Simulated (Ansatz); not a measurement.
Ansatz results at the PBE0-D4/def2-TZVP geometry: HOMO energy (ωB97M-V/def2-TZVPP) -11.12 eV; HOMO–LUMO gap (ωB97M-V/def2-TZVPP) 11.82 eV; size of the dipole moment (ωB97M-V/def2-TZVPP) 0.36 D.

Problem. Which molecule gave them?
A. `FC/C=C(/F)C(F)F`
B. `FC1(F)OC1(F)F`
C. `CF`
D. `F/C(=C(\F)C(F)(F)F)C(F)(F)F`

Solution. D. The others give `FC/C=C(/F)C(F)F`: -10.30, 11.96, 3.78; `FC1(F)OC1(F)F`: -12.28, 15.85, 0.60; `CF`: -12.27, 15.42, 1.78.
